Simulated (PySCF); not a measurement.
CH₃Cl₂Sn, SMILES [CH3][Sn+]([Cl])[Cl], charge +1. Atoms are numbered in the order given.

```xyz
7

Sn    -0.1979    -0.1506    -0.0332
C     -1.8946    -1.4413    -0.3232
H     -1.5485    -2.2551    -0.9773
H     -2.6811    -0.8304    -0.7853
H     -2.1707    -1.8128     0.6742
Cl    -0.1198     2.0365    -0.7225
Cl     1.7471    -0.7967     0.9983
```
Charge +1, spin multiplicity 1.

Geometry: B3LYP-D3(BJ)/def2-SVP. The spin state was assumed, not searched. The isomer is the one that the SMILES or the coordinates give; other isomers of the formula were not compared. The def2 effective core potentials stand for the cores of Sn; spin–orbit coupling is left out.

Computed with C-PCM-B3LYP/def2-SVP (PySCF 2.14.0).

The values are the electrostatic part of the solvation free energy, E(continuum) − E(gas) at the gas-phase geometry, in a cavity of scaled van der Waals radii (PySCF's table); cavitation and dispersion terms are not included. A continuum can't describe solvent molecules that bind to the metal. In vacuum the orbital gap is 5.48 eV.

| solvent | ε | ΔG(elec) (kcal/mol) | gap (eV) |
|---|---|---|---|
| water | 78.36 | -59.5 | 5.74 |
| acetone | 20.49 | (withheld) | (withheld) |
| chloroform | 4.71 | -47.2 | 5.68 |

Problem. Some entries are withheld; supply them. (Estimate from the structure and the level; the computed values follow.)

Solution. 
- acetone, ΔG(elec) (kcal/mol): -57.3
- acetone, gap (eV): 5.73
